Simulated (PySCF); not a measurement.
# Cost of excited-state runs on sec-butyl acetate, C$_{6}$H$_{12}$O$_{2}$

Molfile (atoms numbered from 1):
```
C6H12O2
     RDKit          3D

 20 19  0  0  0  0  0  0  0  0999 V2000
   -1.8059    1.6073    0.0782 C   0  0  0  0  0  0  0  0  0  0  0  0
   -1.7631    0.1427   -0.3400 C   0  0  0  0  0  0  0  0  0  0  0  0
   -0.5200   -0.5696    0.1891 C   0  0  1  0  0  0  0  0  0  0  0  0
   -0.5319   -2.0632   -0.1200 C   0  0  0  0  0  0  0  0  0  0  0  0
    0.6202    0.0419   -0.4366 O   0  0  0  0  0  0  0  0  0  0  0  0
    1.7763    0.0259    0.2269 C   0  0  0  0  0  0  0  0  0  0  0  0
    2.8534    0.7202   -0.5685 C   0  0  0  0  0  0  0  0  0  0  0  0
    1.9308   -0.4695    1.3120 O   0  0  0  0  0  0  0  0  0  0  0  0
   -0.9316    2.1314   -0.2993 H   0  0  0  0  0  0  0  0  0  0  0  0
   -2.6961    2.0889   -0.3185 H   0  0  0  0  0  0  0  0  0  0  0  0
   -1.8186    1.6954    1.1623 H   0  0  0  0  0  0  0  0  0  0  0  0
   -2.6436   -0.3782    0.0384 H   0  0  0  0  0  0  0  0  0  0  0  0
   -1.7632    0.0719   -1.4288 H   0  0  0  0  0  0  0  0  0  0  0  0
   -0.4274   -0.4222    1.2731 H   0  0  0  0  0  0  0  0  0  0  0  0
   -1.3915   -2.5319    0.3501 H   0  0  0  0  0  0  0  0  0  0  0  0
    0.3729   -2.5278    0.2646 H   0  0  0  0  0  0  0  0  0  0  0  0
   -0.5832   -2.2213   -1.1949 H   0  0  0  0  0  0  0  0  0  0  0  0
    2.5645    1.7537   -0.7427 H   0  0  0  0  0  0  0  0  0  0  0  0
    2.9610    0.2307   -1.5329 H   0  0  0  0  0  0  0  0  0  0  0  0
    3.7917    0.6843   -0.0241 H   0  0  0  0  0  0  0  0  0  0  0  0
  1  2  1  0
  2  3  1  0
  3  4  1  0
  3  5  1  0
  5  6  1  0
  6  7  1  0
  6  8  2  0
  1  9  1  0
  1 10  1  0
  1 11  1  0
  2 12  1  0
  2 13  1  0
  3 14  1  1
  4 15  1  0
  4 16  1  0
  4 17  1  0
  7 18  1  0
  7 19  1  0
  7 20  1  0
M  END
```

PySCF with density fitting, on 1 thread of an Arm Neoverse V1, shared host. Command: `OMP_NUM_THREADS=1 python excited_run.py task.json out`

(1) How long does this run take, and how much memory?
- magnetisability and related constants, KT3/pcSseg-1; isotopologues

## Answers

(1) 
| run | level | basis functions | wall time | peak memory (GiB) |
| --- | --- | --- | --- | --- |
| magnetisability and related constants | KT3/pcSseg-1 | 196 | 55 s | 0.7 |

Times from a shared host are rough.
